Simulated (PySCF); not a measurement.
# C8H5F2: g tensor and hyperfine couplings

Species: C₈H₅F₂ (doublet state).
Atom-mapped SMILES: `[CH:1]#[C:2][C@@:3]12[CH2:4][C@H:5]3[C@@H:6]1[C:7]2[C:8]3([F:9])[F:10]` (hydrogens: H11 on C1; H12, H13 on C4; H14 on C5; H15 on C6)

Method used: UKS B3LYP, pcH-1 on C F H, non-relativistic, mean-field spin-orbit, GIAO in PySCF. Geometry: GFN2-xTB; no solvent, vibrations or thermal averaging. A GFN2-xTB geometry isn't a minimum of the functional, and hyperfine couplings can be far from their values at a DFT geometry. No stability test was run, so a lower SCF solution isn't excluded.

| Quantity | Value |
| --- | --- |
| g1, g2, g3 | 2.00216, 2.00322, 2.00346 |
| g_iso | 2.00295 |
| Form of g | rhombic: the two nearest values differ by 18 % of g3 − g1 |
| ⟨S²⟩ | 0.7530 (exact 0.7500) |
| Total energy | -507.31751 Eh |

Isotropic coupling and dipolar principal values T1 to T3, in G (MHz turned into gauss with g_iso; 10 G = 1 mT):

```tsv
atom	isotope	a_iso	T1	T2	T3	Mulliken spin population
C1	13C	0.2	-0.8	0.1	0.7	0.00
C2	13C	5.3	-0.8	-0.3	1.1	0.00
C3	13C	2.0	-1.5	-0.5	2.0	-0.01
C4	13C	-1.7	-0.7	-0.2	1.0	0.01
C5	13C	20.5	-2.5	-2.0	4.5	0.05
C6	13C	-2.7	-2.8	-1.6	4.4	0.01
C7	13C	150.0	-23.9	-22.7	46.6	0.86
C8	13C	-4.8	-3.8	-3.0	6.8	0.02
F9	19F	9.9	-7.3	-4.8	12.1	0.00
F10	19F	1.2	-4.0	-3.3	7.2	0.00
H11	1H	-0.1	-0.4	-0.2	0.6	0.00
H12	1H	0.8	-0.9	-0.3	1.2	0.00
H13	1H	2.1	-0.8	-0.7	1.5	0.00
H14	1H	15.2	-1.6	-0.5	2.1	0.02
H15	1H	8.2	-1.9	-1.7	3.6	0.01
```

The largest Mulliken spin population is on C7 (+0.86). The angles at C7 add up to 261.7°, so it is pyramidal.

Under fast tumbling the dipolar parts average out, and these isotropic splittings remain: 1 × 1H (H14, I = 1/2, 2 lines) with 1.52 mT, 1 × 19F (F9, I = 1/2, 2 lines) with 0.99 mT, 1 × 1H (H15, I = 1/2, 2 lines) with 0.82 mT, 1 × 1H (H13, I = 1/2, 2 lines) with 0.21 mT, 1 × 19F (F10, I = 1/2, 2 lines) with 0.12 mT and 1 × 1H (H12, I = 1/2, 2 lines) with 0.08 mT.

The 13C coupling of C7 (420.6 MHz) shows only in satellite lines or after enrichment, since that isotope makes up about 1.07 % of natural carbon.

Examples of negative spin density at the nucleus (bohr⁻³): C8 (-0.0120), C6 (-0.0068) and C4 (-0.0043).

Time: 96 s (with the writing of density and orbital grids); peak memory 1.1 GiB. Hardware: Arm Neoverse V1, one thread, shared host with 32 logical CPUs at a one-minute load of 19.
